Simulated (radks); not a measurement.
Task: Valence configurations of Cd II (all share [Kr]). Method: Dirac Kohn-Sham, PBE, spin-unpolarised, spherical densities, finite nucleus; open shells are shared between the two j in proportion to 2j + 1; Fermi nuclear charge, rms radius 4.6087 fm; computed with a radial shooting solver on a logarithmic mesh with Libxc functionals. Order these by energy: 4d9 5s1 5p1; 4d10 5s1; 4d9.5 5s1.5; 4d8.5 5s0.5 5p2; 4d9 5s2; 4d7.5 5s1 5p2.5; 4d9.5 5s1 5p0.5; 4d10 5p1; 4d8 5s1 5p2; 4d9 5s0.5 5p1.5.

Result: From the lowest, in eV above it: 4d10 5s1 0.000; 4d9.5 5s1.5 4.035; 4d10 5p1 5.768; 4d9.5 5s1 5p0.5 7.034; 4d9 5s2 8.702; 4d9 5s1 5p1 15.025; 4d9 5s0.5 5p1.5 18.254; 4d8.5 5s0.5 5p2 27.392; 4d8 5s1 5p2 33.936; 4d7.5 5s1 5p2.5 44.881. NIST lists [Kr] 4d10 5s1 as the ground configuration; this level of theory agrees among the configurations tried. The energies are those of spherical spin-averaged densities, not of single terms.
